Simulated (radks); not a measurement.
Task: Ge IV, configuration [Ar] 3d10 4s1. All-electron calculation, scalar-relativistic Kohn-Sham, BP86, spin-polarised, spherical densities, finite nucleus; open shells are filled with parallel spins first; Fermi nuclear charge, rms radius 4.0742 fm. Program: a radial shooting solver on a logarithmic mesh with Libxc functionals. Some entries of the table are withheld. Estimate them.

orbital,occ.,eigenvalue (eV),<r^2> (bohr^2),r(max) (bohr)
1s up,1,-10998.89,0.002972,0.03072
1s down,1,-10998.81,0.002972,0.03072
2s up,1,-1406.311,0.05202,0.1760
2s down,1,-1406.278,0.05202,0.1760
2p up,3,-1233.263,0.04134,0.1412
2p down,3,-1233.220,0.04134,0.1412
3s up,1,-202.6152,0.4495,0.5423
3s down,1,-202.5089,0.4488,0.5423
3p up,3,-149.7580,0.4924,(1)
3p down,3,-149.6236,0.4908,(2)
3d up,5,-63.3325,(3),(4)
3d down,5,-63.0579,(5),(6)
4s up,1,-41.3442,3.810,1.621
4s down,0,-39.6043,3.850,1.613
4p up,0,-30.8178,5.094,1.856
4p down,0,-29.1656,5.276,1.862

Result: 
(1) 3p up r(max) (bohr): 0.5430
(2) 3p down r(max) (bohr): 0.5430
(3) 3d up <r^2> (bohr^2): 0.6722
(4) 3d up r(max) (bohr): 0.5032
(5) 3d down <r^2> (bohr^2): 0.6591
(6) 3d down r(max) (bohr): 0.5028
